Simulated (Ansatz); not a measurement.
C₃H₁₁NSn (`[CH3][Sn]([CH3])([CH3])[NH2]`). Total charge 0; spin multiplicity 1. Sn: def2 effective core potential. Geometry: relaxed with PBE0-D4/def2-TZVP. It is one conformer, not always the lowest.

```xyz
16

C    -0.693   -1.612    1.134
Sn   -0.008    0.106    0.038
C    -1.095    0.321   -1.791
C     2.107    0.015   -0.268
N    -0.320    1.854    1.045
H    -1.763   -1.529    1.334
H    -0.515   -2.525    0.563
H    -0.165   -1.687    2.086
H    -0.764    1.221   -2.310
H    -0.933   -0.542   -2.438
H    -2.164    0.407   -1.589
H     2.439    0.907   -0.801
H     2.373   -0.867   -0.852
H     2.627   -0.034    0.690
H    -1.295    2.053    1.230
H     0.168    1.912    1.930
```

Question: What is the dipole moment at B3LYP/def2-TZVPP? (Estimate.)

Answer: Ansatz gave: 1.14 D, with components (-0.29, -1.03, 0.39) D in this frame, pointing from negative to positive charge.

Question: And with PBE, r2SCAN, ωB97M-V? (An estimate is asked.)

Answer: The calculation gave: PBE 1.06 D, r2SCAN 1.12 D, ωB97M-V 1.17 D.

Question: Give the Mulliken charges with B3LYP, PBE, r2SCAN in def2-TZVPP. (Estimate.)

Answer: Computed: 
| atom | B3LYP | PBE | r2SCAN |
| --- | --- | --- | --- |
| C1 | -0.60 | -0.58 | -0.49 |
| Sn2 | 1.13 | 1.03 | 1.01 |
| C3 | -0.61 | -0.60 | -0.50 |
| C4 | -0.61 | -0.59 | -0.50 |
| N5 | -0.57 | -0.55 | -0.60 |
| H6 | 0.11 | 0.11 | 0.09 |
| H7 | 0.11 | 0.11 | 0.09 |
| H8 | 0.11 | 0.11 | 0.09 |
| H9 | 0.12 | 0.13 | 0.10 |
| H10 | 0.11 | 0.11 | 0.09 |
| H11 | 0.11 | 0.11 | 0.08 |
| H12 | 0.12 | 0.13 | 0.10 |
| H13 | 0.11 | 0.11 | 0.09 |
| H14 | 0.11 | 0.11 | 0.08 |
| H15 | 0.12 | 0.13 | 0.14 |
| H16 | 0.12 | 0.13 | 0.14 |

B3LYP here is the variant with VWN-RPA as its local correlation; programs differ in this.
